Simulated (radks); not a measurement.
The numbers below are computed, except where a source is named.
The hydrogen anion H-, [He], held by a Watson sphere: a shell of charge +1 at radius R that stands for the Madelung well of a crystal (potential energy -1/R inside, -1/r outside, in hartree with lengths in bohr). Code: a radial shooting solver on a logarithmic mesh with Libxc functionals. Model: non-relativistic Kohn-Sham, PBE, spin-unpolarised, spherical densities, point nucleus. Response by self-consistent Sternheimer equations with the Hartree and adiabatic LDA kernel. The sphere does not respond.

| R (bohr) | e(1s) (eV) | <r> 1s (bohr) | sum of <r^2> (bohr^2) | X-ray form factor at sin(theta)/lambda = 0.3 1/angstrom | alpha (bohr^3) |
|---|---|---|---|---|---|
| 1.47 | -8.226 | 1.605 | 6.834 | 0.426 | 9.751 |
| 1.67 | -7.651 | 1.683 | 7.518 | 0.385 | 11.72 |
| 1.79 | -7.339 | 1.727 | 7.925 | 0.365 | 12.99 |
| 2.36 | -6.114 | 1.911 | 9.799 | 0.305 | 19.93 |
| 2.82 | -5.350 | 2.033 | 11.22 | 0.283 | 26.60 |
| 2.93 | -5.190 | 2.060 | 11.55 | 0.280 | 28.33 |
